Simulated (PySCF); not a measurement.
C2H6F2Si. Atoms are numbered in the order given.

```xyz
11

Si     0.6381    -0.4142     0.0000
F      1.0215     0.4808     1.2954
F      1.0215     0.4808    -1.2954
C     -1.1852    -0.7382     0.0000
C     -2.0248     0.5458     0.0000
H      1.5025    -1.6182     0.0000
H     -1.4206    -1.3639    -0.8809
H     -1.4206    -1.3639     0.8809
H     -3.1031     0.3232     0.0000
H     -1.8092     1.1610    -0.8877
H     -1.8092     1.1610     0.8877
```
Charge 0, spin multiplicity 1.

Coordinates come from a r2SCAN-D4/def2-SVP optimisation. The values are those of a single conformer.

These are TDA-ωB97X/def2-SVPD run with PySCF values and carry that method's errors.

Vertical excitations. Isolated molecule, no solvent. State labels are in the subgroup Cs.

Computed lowest excited states:
```tsv
state	symmetry	energy (eV)	λ (nm)	f	main pairs
S1	A"	8.65	143	0.007	HOMO→LUMO+2 91 %
S2	A'	8.80	141	0.037	HOMO→LUMO 70 %, HOMO→LUMO+1 16 %
S3	A'	9.19	135	0.067	HOMO→LUMO+1 71 %, HOMO→LUMO 19 %
S4	A"	10.00	124	0.000	HOMO−1→LUMO 86 %
S5	A'	10.13	122	0.140	HOMO→LUMO+3 58 %, HOMO−2→LUMO 19 %
S6	A'	10.51	118	0.169	HOMO→LUMO+4 29 %, HOMO−2→LUMO+1 20 %, HOMO−2→LUMO 17 %, HOMO→LUMO+5 15 %
S7	A"	10.57	117	0.026	HOMO→LUMO+6 39 %, HOMO−1→LUMO+1 25 %, HOMO−2→LUMO+2 22 %
S8	A"	10.69	116	0.000	HOMO→LUMO+6 50 %, HOMO−1→LUMO+1 32 %
S9	A'	10.72	116	0.018	HOMO→LUMO+5 30 %, HOMO−2→LUMO 17 %, HOMO→LUMO+8 12 %, HOMO−1→LUMO+2 8 %
S10	A'	10.80	115	0.021	HOMO−1→LUMO+2 44 %, HOMO→LUMO+4 17 %, HOMO→LUMO+5 9 %
T1	A"	8.27	150	0	HOMO→LUMO+2 85 %
T2	A'	8.42	147	0	HOMO→LUMO 45 %, HOMO→LUMO+1 31 %, HOMO→LUMO+5 7 %
T3	A'	8.86	140	0	HOMO→LUMO+1 45 %, HOMO→LUMO 39 %
T4	A'	9.62	129	0	HOMO→LUMO+4 49 %, HOMO→LUMO+3 14 %
```
Triplets are in the Tamm–Dancoff approximation.
